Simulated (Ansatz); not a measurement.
Molecule: sum formula H4BSiO3 (charge -1, singlet). It need not be the lowest isomer of its formula. Whether it binds its extra electron was not tested at this geometry. 
Structure (B3LYP-D3(BJ)/def2-TZVP (Ansatz, a quantum-chemistry and plane-wave program) minimum search):
```
O
B 1 1.3498
O 2 1.3782 1 124.56
H 3 0.9810 2 106.32 1 0.00
O 2 1.3973 1 119.63 3 180.00
H 5 0.9624 2 106.92 1 0.00
Si 1 1.7780 2 122.21 3 0.00
H 7 1.5371 1 98.14 2 132.29
H 7 1.5371 8 94.16 1 -98.85
```
Charge -1, spin multiplicity 1.

Total electronic energies in hartree. Cores are frozen in the correlated levels unless marked. No spin-orbit coupling. Non-relativistic. Basis-set limits of correlation are two-point, X^-3; Hartree-Fock from the larger set.

```json
[
 {"level": "PBE/def2-TZVPD", "program": "Ansatz", "energy (Eh)": "-542.32161"},
 {"level": "PBE0/STO-3G", "program": "Ansatz", "energy (Eh)": "…"},
 {"level": "PBE0-D4/def2-TZVP", "program": "Ansatz + dftd4", "energy (Eh)": "…"},
 {"level": "BHLYP-D3(BJ)/def2-TZVPD", "program": "Ansatz + dftd3", "energy (Eh)": "…"},
 {"level": "CAM-B3LYP-D4/def2-TZVPD", "program": "Ansatz + dftd4", "energy (Eh)": "-542.68362"},
 {"level": "LC-wPBE/def2-TZVPD", "program": "Ansatz", "energy (Eh)": "-542.50334"},
 {"level": "RI-MP2/cc-pV(T+d)Z", "program": "Ansatz", "energy (Eh)": "-541.78633"},
 {"level": "SCS-MP2/6-31G*", "program": "Ansatz", "energy (Eh)": "-541.36233"},
 {"level": "CCSD(T)/CBS(aug-cc-pV(T+d)Z,aug-cc-pV(Q+d)Z)", "program": "Ansatz", "energy (Eh)": "-541.9982"}
]
```

Q: Fill in the missing entries.

A: 
- PBE0/STO-3G, energy (Eh): -535.25667
- PBE0-D4/def2-TZVP, energy (Eh): -542.35216
- BHLYP-D3(BJ)/def2-TZVPD, energy (Eh): -542.63704
